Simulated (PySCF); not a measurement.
AlF to AlF₃: adding ligands

Level: PBE in the def2-TZVP basis family, all electrons, no relativity, computed in PySCF with density fitting; open shells unrestricted.

Each entry is the lowest minimum that a search over a few typed start shapes (and spin states, where more than one is plausible) found, or that minimum re-optimised at the stated level; isomers with ligand–ligand bonds, or fragments after loss of a ligand pair, can lie lower.

```tsv
molecule	2S+1	point group	mean bond to Al (Å)	lowest ω (cm⁻¹)	dipole (D)	polar-tensor charge of Al	gap (eV)
AlF	?	?	?	?	?	?	?
AlF₂	2	C2v	1.667	213	1.71	1.01	–
AlF₃	1	D3h	1.647	233	0.00	1.79	7.10
```

Task: Fill in the row of AlF.

Result: 2S+1: 1; point group: C∞v; mean bond to Al (Å): 1.685; lowest ω (cm⁻¹): 749; dipole (D): 1.43; polar-tensor charge of Al: 0.47; gap (eV): 4.15.

The bond shortens at every step; the largest change, -0.020 Å, falls between AlF₂ and AlF₃ among the members listed.

The shape changes along the series: C∞v for AlF; C2v for AlF₂; D3h for AlF₃.

Left out of the table are members whose search was unfinished or whose lowest solution was spin-contaminated, unstable, very soft or bonded differently.
